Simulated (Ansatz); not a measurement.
CH₆S₂Sn (`CS[S][SnH3]`). The species carries charge 0 and has multiplicity 1. Sn: def2 effective core potential.

```xyz
10

C    -0.1012   -0.9539   -1.7736
S    -1.3735    0.0532   -0.9936
S    -0.2986    1.6711   -0.3219
Sn    0.2504    0.8259    1.8752
H     0.6399   -1.2827   -1.0447
H    -0.6151   -1.8271   -2.1826
H     0.3815   -0.4062   -2.5822
H    -1.1983    0.6592    2.7542
H     1.0071   -0.6878    1.6606
H     1.3079    1.9482    2.6087
```

Problem. What are the harmonic wavenumbers in cm⁻¹ at PBE0-D4/def2-TZVP (Ansatz, finite differences of forces, unscaled)? (Estimate.)

Solution. Computed: 70, 95, 103, 185, 243, 347, 453, 462, 519, 680, 702, 711, 723, 970, 971, 1338, 1446, 1469, 1939, 1949, 1961, 3052, 3144, 3157.

Problem. Is this a minimum?

Solution. Yes, all 24 modes are real.

Problem. Give the ideal-gas thermochemistry at 298.15 K and 1 bar (rigid rotor, harmonic oscillator; point group C1, symmetry number 1).

Solution. Zero-point energy 159.6 kJ/mol; H(298) − E = 182.7 kJ/mol; entropy 378.0 J/(mol·K), of which translation 175.0, rotation 119.5, vibration 83.5; G(298) − E = 69.9 kJ/mol. Modes under 100 cm⁻¹ are hindered rotations or soft bends, so the harmonic entropy is rough.

Problem. Rotational constants (cm⁻¹)?

Solution. 0.1655, 0.03463, 0.03185.
